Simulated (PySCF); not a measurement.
Can point charges reproduce the dipole moment of `C[S@](=O)CS[SiH2][SiH2][SiH3]`?

Coordinates (GFN2-xTB, Å) and charges (e) from the PBE0/pcSseg-1 density (PySCF):

```
atom       x       y       z  Mulliken      IAO  Hirshfeld  ESP-fitted
  C1   2.856   0.946   0.226   -0.3996  -0.5716    -0.1231     -0.5718
  S2   1.586   0.334  -0.961   +0.6429  +1.0838    +0.3535     +0.3477
  O3   0.294   0.542  -0.277   -0.6570  -0.8951    -0.2778     -0.2973
  C4   1.923  -1.466  -0.684   -0.4589  -0.4936    -0.0930     -0.5952
  S5   0.517  -2.417  -1.275   -0.2381  -0.1535    -0.0945     -0.2065
 Si6  -1.036  -1.733   0.124   +0.3555  +0.4180    +0.2047     +0.3447
 Si7  -2.354  -0.016  -0.685   +0.0161  +0.1719    +0.1340     +0.2636
 Si8  -2.518   1.877   0.628   +0.2412  +0.3136    +0.2051     +0.0938
  H9   2.781   2.028   0.260   +0.1698  +0.1770    +0.0600     +0.2229
 H10   2.661   0.534   1.210   +0.1591  +0.1663    +0.0565     +0.1974
 H11   3.835   0.651  -0.135   +0.1447  +0.1635    +0.0547     +0.1979
 H12   2.082  -1.642   0.377   +0.1933  +0.1584    +0.0464     +0.2577
 H13   2.797  -1.741  -1.268   +0.1873  +0.1769    +0.0523     +0.3205
 H14  -0.263  -1.567   1.357   -0.0504  -0.1054    -0.0820     -0.0792
 H15  -1.690  -3.034   0.301   -0.0487  -0.1198    -0.0908     -0.1080
 H16  -3.706  -0.608  -0.824   -0.0506  -0.1122    -0.0918     -0.1286
 H17  -1.989   0.304  -2.076   -0.0102  -0.0753    -0.0741     -0.0919
 H18  -3.210   2.975  -0.058   -0.0669  -0.1008    -0.0778     -0.0493
 H19  -3.316   1.605   1.832   -0.0751  -0.1081    -0.0828     -0.0689
 H20  -1.256   2.438   1.105   -0.0546  -0.0940    -0.0794     -0.0495
```

Task: What dipole does each set of charges give (1 e·Å = 4.803 D), and what does the density give?

Result: The full density gives (4.81, 0.96, 0.70) D, 4.95 D in size; dipole vectors point from the negative to the positive end.

```
    scheme    μx    μy     μz  size (D)  share of the full size (%)  angle to the full dipole (°)
  Mulliken  4.22  1.19   0.55      4.42                          89                             4
       IAO  5.52  0.72  -2.04      5.93                         120                            29
 Hirshfeld  4.38  0.69  -0.77      4.50                          91                            18
ESP-fitted  4.87  0.91   0.72      5.01                         101                             1
```

Task: Which set comes closest?

Result: Length of the difference vector: ESP-fitted 0.09 D, Mulliken 0.65 D, Hirshfeld 1.56 D, IAO 2.84 D. Closest: ESP-fitted. 

Task: What is left for the Hirshfeld atoms' own dipoles?

Result: The shares of the density sum to the whole, so what Σ q r misses lies in dipoles about the nuclei. The atomic dipoles sum to (4.81, 0.96, 0.70) − (4.38, 0.69, -0.77) = (0.43, 0.27, 1.47) D, 1.56 D in size.

Task: With the origin at the mean of the coordinates, (0.000, 0.001, -0.041) Å, which are the largest single terms, by size, of the IAO dipole along the direction of the full one?

Result: C1 -8.22, S2 +7.67, C4 -3.53, H11 +3.01, Si8 -2.99 D; all 20 atoms together +5.21 D. The single terms depend on the origin, their sum doesn't.

Task: Give the size of the full dipole in other units.

Result: 4.95 D = 1.948 au = 1.031 e·Å = 16.52 × 10⁻³⁰ C·m.

Isolated species at its GFN2-xTB geometry (one conformer only). GFN2-xTB frequencies show an imaginary mode (64i cm⁻¹), so this geometry is no minimum at that level.

Conformer computed: `[CH3:1][S@:2](=[O:3])[CH2:4][S:5][SiH2:6][SiH2:7][SiH3:8]`: C1–S2–C4–S5 162°, S2–C4–S5–Si6 -65°, C4–S5–Si6–Si7 96°, S5–Si6–Si7–Si8 -126°.
